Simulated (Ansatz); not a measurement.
Isolated molecules relaxed with PBE0-D4/def2-TZVP in Ansatz; ΔE leaves out vibrations. CBS: MP2 limit from def2 TZ/QZ plus the TZ coupled-cluster correction, frozen cores. DFT in def2-TZVPP. B3LYP here is the variant with VWN-RPA as its local correlation; programs differ in this. def2 core potentials past Kr. For W outer-core shells are correlated without core-valence functions, which leaves a few kJ/mol of doubt a bond. Each species was taken in one conformer, which may not be the lowest.

`C[O][W](=[O])([Cl])([Cl])[Cl]` + `CC[SiH](Cl)Cl` → `[O]=[W]([Cl])([Cl])([Cl])[Cl]` + `CC[SiH](Cl)OC`  (redistribution)

Task: Is it downhill or uphill in electronic energy at CCSD(T)/CBS, and by how much? (Estimate.)

Result: The calculation gave: Uphill: ΔE = +20.7 kJ/mol.

Task: What do these levels give: B3LYP-D4, r2SCAN0-D4, revPBE, PBE0, CCSD/def2-SVP, CCSD/CBS(def2)? (Estimate.)

Result: Ansatz gave: B3LYP-D4 19.9, r2SCAN0-D4 20.3, revPBE 23.5, PBE0 21.4, CCSD/def2-SVP 37.7, CCSD/CBS(def2) 19.5 kJ/mol.

Largest T1 diagnostic among the species: 0.021, so the coupled-cluster value is less sure than usual.

Leaving LDA and LC-ωPBE aside and taking each functional with its dispersion term where it has one, the values, not all of them listed here, spread over 9.2 kJ/mol, from BHLYP-D4 to ωB97X-V. At CCSD(T), def2-SVP lies +18.1 kJ/mol from the extrapolated value and def2-TZVPP +3.6 kJ/mol.
